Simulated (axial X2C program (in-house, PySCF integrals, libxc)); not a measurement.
# Which molecule has these constants?

Computed with an in-house all-electron X2C program for linear molecules (integrals from PySCF), spin-free (one-electron X2C) or two-component (2c: spin–orbit coupling with atomic mean-field Coulomb and Gaunt terms, which also bring small scalar terms), in Dyall basis sets with cores contracted in-house; open shells are unrestricted.

A two-component PBE0 calculation in a Dyall 3-zeta basis gave Re = 2.295 Å, ωe = 313.5 cm⁻¹, De = 2.73 eV, dipole magnitude 1.04 D, Ω = 1.

Which molecule is it?
A. CrAs
B. NiAs
C. KAs
D. GeAs
E. AsBr

E. The others have GeAs 2.237 Å and 355.5 cm⁻¹ (Ω = 3/2); KAs 3.118 Å and 166.8 cm⁻¹ (Ω = 1); NiAs 2.198 Å and 302.3 cm⁻¹ (Ω = 7/2); CrAs 2.338 Å and 260.2 cm⁻¹ (Ω = 3/2).

Each entry is the lowest single determinant of a limited PBE0 search at one distance. De goes to single-determinant-based atoms at the same level (for ions the charge split of lowest energy) and is withheld (n/a) where an atom does not fit its ground term or J level. Main or longest-lived isotopes. One determinant is a doubtful description, or other states lie close, for AsBr, GeAs, KAs, NiAs, CrAs; these need not be ground states, and all values refer to the states named. Some open-shell Ω = 0 determinants are out of reach, so the Ω given for AsBr, KAs need not be the lowest component. With several unpaired electrons the Ω given is that of one determinant, not necessarily of the lowest component. The functionals have no current term, which raises determinants with orbital currents.
